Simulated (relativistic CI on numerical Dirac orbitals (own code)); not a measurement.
Tc⁴⁺: M2,3 absorption edge

Computed with this model: Dirac-Coulomb-Breit CI, orbitals from a KLI potential per configuration, model QED (radiative potential, 1s self-energy scaled to tabulated hydrogen-like ionisation energies), valence Slater integrals scaled by 0.8, multiplet model of core-to-valence dipole absorption; configurations [Kr] 4d3 → [Ne] 3s2 3p5 3d10 4s2 4p6 4d4; 300 K; Lorentzian 3 eV and Gaussian 0.4 eV FWHM. Energies are those of the free ion, without screening or charge transfer. The branching ratio is the share of the lower-energy edge in the whole absorption, uncertain by about 0.02 where the edges overlap. S is read from ⟨S²⟩ = S(S + 1).

Field parameters in Wybourne normalisation: D3d B²₀ = −7Dσ, B⁴₀ = −14Dq − 21Dτ, B⁴₃ = −14√(10/7) Dq; Oh B⁴₀ = 21Dq, B⁴₄ = √(5/14) B⁴₀. The field is a parameter set, without covalency.

Case Oh, 10Dq = 37150 cm⁻¹, the dichroism is that of the ground state at zero temperature, magnetised by exchange field 10 meV on Sz. The dichroism I(Δm = −1) − I(Δm = +1), over the sum of the three polarisations, integrates to -0.0361 on the lower edge and 0.0377 on the upper edge. The branching ratio is 0.732.

(1) Use the orbital sum rule with 7 holes to get ⟨Lz⟩.

## Answers

(1) For a p → d edge ⟨Lz⟩ = 2 × n_h × (sum of both integrals) in this sign convention = 0.02; the ground state itself has ⟨Lz⟩ = 0.12 and ⟨Sz⟩ = -1.50. The rule assumes one radial integral for both edges, which relativistic orbitals only approach.
